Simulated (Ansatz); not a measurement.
Compare A (`C[SiH](Cl)[SbH2]`) with its isomer B (`ClC[SiH2][SbH2]`).

Gas-phase electronic energies from Ansatz, PBE0-D4/def2-TZVP geometries. CBS: MP2 limit from def2 TZ/QZ plus the TZ coupled-cluster correction, frozen cores. Functionals use def2-TZVPP. B3LYP here is the variant with VWN-RPA as its local correlation; programs differ in this. def2 core potentials past Kr. For Sb outer-core shells are correlated without core-valence functions, which leaves a few kJ/mol of doubt a bond. Each species was taken in one conformer, which may not be the lowest.

A:

```xyz
10

C    -0.1564   -0.5826   -1.2393
Si   -0.4841   -0.4621    0.5890
Cl    0.2570   -2.1645    1.5073
Sb    0.6102    1.5574    1.7477
H    -0.6256   -1.4791   -1.6520
H    -0.5653    0.2941   -1.7480
H     0.9163   -0.6264   -1.4353
H    -1.9461   -0.4411    0.8589
H    -0.0355    2.5908    0.5449
H     2.0297    1.3135    0.8268
```

B:

```xyz
10

Cl    2.048   -0.810    0.768
C     0.699    0.297    1.136
Si   -0.159    0.862   -0.450
Sb   -1.309   -1.034   -1.749
H     0.012   -0.229    1.799
H     1.116    1.149    1.675
H    -1.197    1.862   -0.068
H     0.844    1.528   -1.321
H     0.020   -2.068   -1.477
H    -2.073   -1.557   -0.312
```

Which isomer does CCSD(T)/CBS put lower? Give the gap. (An estimate is asked.)

Ansatz gave: A, by 176.7 kJ/mol.

Give E(B) − E(A) in kJ/mol with B3LYP-D4, PBE0-D4, r2SCAN-D4, ωB97M-V, CCSD/def2-TZVPP, PBE-D4, B2PLYP. (Best estimate.)

Computed: B3LYP-D4 175.0, PBE0-D4 176.0, r2SCAN-D4 180.8, ωB97M-V 177.8, CCSD/def2-TZVPP 175.3, PBE-D4 171.4, B2PLYP 177.2. None reverses the order clearly.

Largest T1 diagnostic: 0.012.

From PBE to PBE0 (25 % exact exchange), in def2-TZVPP and without D4, E(B) − E(A) moves by +4.7 kJ/mol.
